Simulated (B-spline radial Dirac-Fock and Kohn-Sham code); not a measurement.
Scattering functions of Au

System: neutral gold in the configuration [Xe] 4f14 5d10 6p1 (an excited configuration).

Input file task.json (cfg lists n, l and occupation; rrms is the nuclear radius in fm):

```json
{"items": [{
  "Z": 79,
  "q": 0,
  "cfg": [[1, 0, 2], [2, 0, 2], [2, 1, 6], [3, 0, 2], [3, 1, 6], [3, 2, 10], [4, 0, 2], [4, 1, 6], [4, 2, 10], [4, 3, 14], [5, 0, 2], [5, 1, 6], [5, 2, 10], [6, 1, 1]],
  "A": 197,
  "rrms": 5.4371,
  "do": ["scatter"],
  "s": [0.0, 0.05, 0.1, 0.15, 0.2, 0.25, 0.3, 0.35, 0.4, 0.45, 0.5, 0.6, 0.7, 0.8, 0.9, 1.0, 1.1, 1.2, 1.4, 1.6, 1.8, 2.0, 2.5, 3.0, 3.5, 4.0, 5.0, 6.0],
  "pz": [0, 0.1, 0.14, 0.19, 0.27, 0.38, 0.52, 0.73, 1.0, 1.4, 2.0, 2.7, 3.8, 5.3, 7.4, 10.0, 14.0, 20.0, 28.0, 39.0, 54.0],
  "hv_scatter": [2000, 5000, 10000, 20000, 30000, 100000, 200000, 500000]
}]}
```

Launch: `python xray_run.py task.json out`

These are calculated numbers from a radial finite-basis atomic code; the model is Dirac-Fock densities. f₀ is the Fourier transform of the spherical electron density, S the Waller-Hartree incoherent function, and s = sin θ/λ. The electron scattering factor follows from the Mott-Bethe formula f_e = 0.023934 Å⁻¹·(Z − f₀)/s².

```
s (Å⁻¹)      f₀       S  f_e (Å)
      0  79.000   0.000        –
   0.05  77.706   1.624   12.389
    0.1  74.842   4.327    9.951
   0.15  71.286   7.194    8.205
    0.2  67.349   9.894    6.972
   0.25  63.331  12.352    6.000
    0.3  59.464  14.689    5.195
   0.35  55.868  16.993    4.520
    0.4  52.584  19.276    3.952
   0.45  49.606  21.511    3.474
    0.5  46.905  23.659    3.073
    0.6  42.186  27.588    2.448
    0.7  38.144  30.959    1.996
    0.8  34.581  33.829    1.661
    0.9  31.391  36.336    1.407
      1  28.534  38.599    1.208
    1.1  26.000  40.693    1.048
    1.2  23.789  42.656    0.918
    1.4  20.284  46.264    0.717
    1.6  17.817  49.521    0.572
    1.8  16.079  52.457    0.465
      2  14.771  55.059    0.384
    2.5  12.168  60.106    0.256
      3   9.825  63.558    0.184
    3.5   7.875  66.078    0.139
      4   6.487  68.044    0.108
      5   5.010  70.938    0.071
      6   4.243  72.935    0.050
```

f₀ starts at the number of electrons, 79, and has fallen to half at s ≈ 0.67 Å⁻¹. The sum of ⟨r²⟩ over the electrons is 78.88 bohr². It fixes the forward electron scattering factor, f_e(0) = (a₀/3)Σ⟨r²⟩ = 13.914 Å.
